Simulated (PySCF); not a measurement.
# Shapes and spin states of Mg2Te

Computed with PBE0/[Te def2-TZVP with ECP28, Mg def2-TZVP], scalar-relativistic core potentials, density fitting, no spin–orbit coupling, PySCF.

Relaxations began from a few typed shapes and spin states; open shells are unrestricted. The search is not exhaustive: other isomers or separated fragments can lie lower, and high-lying points may rest on an excited occupation.

Order these stationary points by electronic energy, lowest first, in kJ/mol from the lowest minimum.
A. singlet (closed shell, unstable to spin polarisation) D∞h: Te–Mg 2.628 Å (×2); Mg–Te–Mg 180.0°
B. triplet D∞h: Te–Mg 2.586 Å (×2); Mg–Te–Mg 180.0°
C. triplet C2v: Te–Mg 2.654 Å (×2); Mg–Te–Mg 90.3°

C (0.0), A (43.6), B (46.9).

Which of them are minima?

By energy in kJ/mol, 0.0: minimum; 43.6: minimum of the closed-shell surface only; 46.9: saddle point, 2 imaginary modes.

For the lowest minimum: with an element this heavy the missing spin–orbit coupling can shift these numbers.
